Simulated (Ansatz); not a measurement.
An input meant for Tl4Cl3⁺ (charge 1, singlet).

```yaml
crystal:
  periodic: [false, false, false]
  atoms:
    - {symbol: Tl, position_ang: [-2.528988, -2.237263, -2.583659]}
    - {symbol: Tl, position_ang: [-0.235461, 5.596236, -1.711483]}
    - {symbol: Tl, position_ang: [5.414139, -2.189830, -0.543579]}
    - {symbol: Tl, position_ang: [-2.043585, -0.640159, 5.453040]}
    - {symbol: Cl, position_ang: [0.772501, -3.710337, 1.910912]}
    - {symbol: Cl, position_ang: [2.139673, 1.016077, -3.523677]}
    - {symbol: Cl, position_ang: [-3.518279, 2.165276, 0.998427]}
basis:
  gaussian: {orbitals: def2-TZVPP}
total_charge: 1
hamiltonian: {xc: {name: PBE0}}
scf: {lower_state_search: full}
output: {forces: true}
```

```sh
$ ansatz run in.yaml --threads 4 --pin off --events-out ev --progress --plain --max-ram 4787MiB
```

Output, abridged:

```
Functional definition: PBE0
2811 factors; their error is unknown
mean field evaluation 1: about -56317.8096 eV, gradient 5.7e1 eV
mean field evaluation 2: about -55683.0486 eV, gradient 1.9e2 eV
mean field evaluation 4: about -56326.6281 eV, gradient 1.8e1 eV
mean field evaluation 8: about -56327.7889 eV, gradient 3.7e-1 eV
mean field evaluation 16: about -56328.0979 eV, gradient 2.9e-3 eV
mean field evaluation 32: about -56316.1899 eV, gradient 3.5e1 eV
mean field evaluation 64: about -56324.6365 eV, gradient 2.2e1 eV
mean field evaluation 96: about -56290.8361 eV, gradient 4.2e1 eV
mean field -56328.09791513 eV, -2070.0194178250 hartree, gradient 2.0e-5 eV, S^2 0.000000; 11 other end points of the search recorded, 0 dependent functions left out
reference -56328.09799367 eV, -2070.0194207111 hartree; 67, 67 occupied and 259, 259 virtual orbitals, 2811 factors
Total energy: -56328.09799367 eV, -2070.0194207111 hartree
Atom 0 at    -2.528988    -2.237263    -2.583659 Å, force     0.264661     0.236705     0.272346 eV/Å
Atom 1 at    -0.235461     5.596236    -1.711483 Å, force    -0.062575    -0.461615     0.038761 eV/Å
Atom 2 at     5.414139    -2.189830    -0.543579 Å, force    -0.457915     0.085692    -0.040636 eV/Å
Atom 3 at    -2.043585    -0.640159     5.453040 Å, force     0.064240    -0.025067    -0.462394 eV/Å
Atom 4 at     0.772501    -3.710337     1.910912 Å, force    -0.005146     0.303973    -0.086340 eV/Å
Atom 5 at     2.139673     1.016077    -3.523677 Å, force    -0.101607    -0.030109     0.298209 eV/Å
Atom 6 at    -3.518279     2.165276     0.998427 Å, force     0.298342    -0.109581    -0.019946 eV/Å
Dipole moment:     0.808238     0.706833     0.820393 e Å
```

Something in this input is off. What?

The coordinates are in bohr but typed as ångström. The run converged. The result belongs to that input, not to the species as meant.
